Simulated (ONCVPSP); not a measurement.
Varying the ONCV potential for cadmium

Base potential:

```
Element                 : cadmium
Generator               : ONCVPSP 4.0.1
Type                    : optimised norm-conserving Vanderbilt (ONCV)
Functional              : PBE
Relativity              : scalar-relativistic
Frozen core             : [Kr]
Valence charge          : 12
Reference configuration : 4d10 5s2
Partial waves           : 5s: rc 2.15 bohr, ncon 5, nbas 8, qcut 3 1/bohr, 1 projector; p scattering state at 0.39 Ha: rc 2.20 bohr, ncon 4, nbas 9, qcut 4.1 1/bohr, 1 projector; 4d: rc 1.30 bohr, ncon 4, nbas 7, qcut 6.2 1/bohr, local
Local potential         : the d channel
Core correction         : none
```

All-electron outer shells of the reference configuration (PBE, scalar-relativistic, ld1.x):

| shell | level (eV) | outermost node (bohr) | outermost maximum (bohr) |
| --- | --- | --- | --- |
| 4p | -66.97 | 0.43 | 0.84 |
| 4d | -11.73 | 0.42 | 0.98 |
| 5s | -5.66 | 1.07 | 2.35 |

Cutoffs, loose and tight: the cutoffs (Ha) at which the residual kinetic energy of the hardest occupied pseudo-wave falls to 1 and 0.1 mHa per electron. They do not see the model core or the augmentation charge, which bear on the density cutoff. Test errors are all-electron minus pseudo excitation energies from the reference, over the configurations 4d10 5s1; 4d10 5s0; 4d9 5s0; 4d10 5s0 5p2. A dash means not determined; rows that change the core or the reference have their own tests. The largest error is taken over the tests solved by every variant that gives reliable tests at all: 4d10 5s0; 4d10 5s0 5p2; 4d10 5s1.

A true bound ghost makes a file unfit for plane-wave use even where its test errors are small: the radial tests pick states by their node count and pass the ghost by.

```tsv
change	outcome	cutoff, loose	cutoff, tight	bound ghosts	GHOST(+) flags above zero	largest test error (meV)
base	generated	93 Ha	108 Ha	s, p	none	+27
d: qcut 7.4	generated	59 Ha	98 Ha	s, p	none	+25
s: qcut 4.3; p: qcut 5.8; d: qcut 8.8	generated	34 Ha	52 Ha	s, p	none	+24
d: qcut 7.7	generated	46 Ha	95 Ha	s, p	none	+25
d: nproj 1; local potential polynomial inside 0.90 bohr (lpopt 4, dvloc0 6 Ha)	generated	93 Ha	108 Ha	s, p	none	+27
core correction Teter function, fcfact 3.5, rcfact 1.55	generated	93 Ha	108 Ha	s, p	none	-32
d: nbas 8	generated	128 Ha	147 Ha	s, p	none	-54
```

(1) What comes out with this change to the base: d: ncon 3, nbas 6?

## Answers

(1) outcome: generated; bound ghosts: s, p; GHOST(+) flags above zero: none; largest test error (meV): -41.
